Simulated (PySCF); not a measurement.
# Core-level binding energies of AlCl2(OiPr)

AlCl2(OiPr), C3H7AlCl2O.
Cartesian coordinates in Å at the PBE0-D3(BJ)/def2-SVP level; atoms count from 1:
```
atom  x, y, z in Å
Al1    0.718    1.895   -1.049
Cl2    2.238    2.949   -1.998
Cl3   -1.239    2.627   -1.114
O4     1.110    0.469   -0.257
C5     0.430   -0.606    0.348
C6    -0.386   -1.355   -0.693
C7    -0.416   -0.122    1.513
H8     1.209   -1.284    0.740
H9    -1.185   -0.706   -1.091
H10   -0.859   -2.251   -0.264
H11    0.256   -1.671   -1.528
H12    0.203    0.445    2.225
H13   -1.227    0.534    1.158
H14   -0.871   -0.967    2.052
```

Computed, not measured: delta-SCF UKS SCAN, pcX-2 on the ionised atom, pcseg-1 elsewhere, spin-free X2C (PySCF 2.14.0). Vertical ΔSCF values, vacuum level as zero.

Task: Give the core binding energies atom by atom.

Result: 
```json
{"atom(s)": "Cl2/Cl3", "bonded to": "Al", "level": "Cl 1s", "binding energy (eV)": "2828.71", "2p1/2 (eV)": "–", "above the level's lowest (eV)": "0.00", "count": "2"}
{"atom(s)": "Al1", "bonded to": "O and 2 Cl", "level": "Al 1s", "binding energy (eV)": "1568.73", "2p1/2 (eV)": "–", "above the level's lowest (eV)": "0.00", "count": "1"}
{"atom(s)": "O4", "bonded to": "C and Al", "level": "O 1s", "binding energy (eV)": "537.83", "2p1/2 (eV)": "–", "above the level's lowest (eV)": "0.00", "count": "1"}
{"atom(s)": "C5", "bonded to": "O, 2 C and H", "level": "C 1s", "binding energy (eV)": "292.47", "2p1/2 (eV)": "–", "above the level's lowest (eV)": "+1.62", "count": "1"}
{"atom(s)": "C6/C7", "bonded to": "C and 3 H", "level": "C 1s", "binding energy (eV)": "290.85", "2p1/2 (eV)": "–", "above the level's lowest (eV)": "0.00", "count": "2"}
{"atom(s)": "Cl2/Cl3", "bonded to": "Al", "level": "Cl 2p3/2", "binding energy (eV)": "206.12", "2p1/2 (eV)": "207.77", "above the level's lowest (eV)": "0.00", "count": "2"}
```

Lowest listed C 1s: C6/C7, bonded to C and 3 H. Highest, 1.62 eV above it: C5, bonded to O, 2 C and H.

Task: What is the longest wavelength that can ionise C 1s of C6/C7 vertically?

Result: λ = hc/E = 12398.42 eV Å / 290.85 eV = 42.628 Å.

Task: Which photon energy gives electrons from C 1s of C6/C7 a kinetic energy of 20 eV, and what is their de Broglie wavelength?

Result: hν = 290.85 + 20 = 310.85 eV, recoil neglected; λ = 12.264 Å/√(E/eV) = 2.74 Å.

One atom of each set of topologically equivalent atoms was ionised and stands for the set; in this conformer not all members are related by symmetry, and their own values weren't computed. The 2p values aren't plain energy differences: one relaxed spin-free 2p hole is combined with a matrix within the shell (ground-state 2p orbital-energy differences and spin–orbit coupling). 2p3/2, the mean of its two sublevels, lies a third of the splitting below the shell's mean and 2p1/2 two thirds above it; the statistical areas are 2:1. 2p1/2 minus 2p3/2 (ligand field included): Cl 1.65 eV. Geometry: PBE0-D3(BJ)/def2-SVP, one conformer, isolated molecule.
